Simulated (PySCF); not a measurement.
H3O4P, charge +1, multiplicity 2. Atoms are numbered in the order given.

```xyz
8

O      0.8284     0.1057     1.3234
P      0.0309     0.0209    -0.0125
O      1.0579    -0.2889    -1.1749
O     -0.9539    -1.2030    -0.1425
O     -0.8131     1.3276    -0.1189
H      0.5928     0.7764     1.9977
H     -0.6261    -2.1188    -0.0101
H     -1.3843     1.4974    -0.8961
```
Charge +1, spin multiplicity 2.

Coordinates come from a TPSSh-D3(BJ)/def2-SVP optimisation. The spin state was assumed, not searched. The values are those of a single conformer.

Level of theory: M06-2X/def2-TZVP in PySCF.

Gas-phase values at a fixed geometry.

Computed frontier levels, dipole moment and polarisability:
* **α spin, highest occupied and lowest empty level**: -18.39 and -4.57 eV
* **β spin, highest occupied and lowest empty level**: -18.01 and -10.35 eV
* **dipole moment about the centre of nuclear charge**: 1.61 D
* **mean static polarisability**: 31.2 bohr³ (4.63 Å³)
* **polarisability, principal values**: 30.6, 31.3, 31.8 bohr³
* **⟨S²⟩**: 0.754 (pure state 0.75)
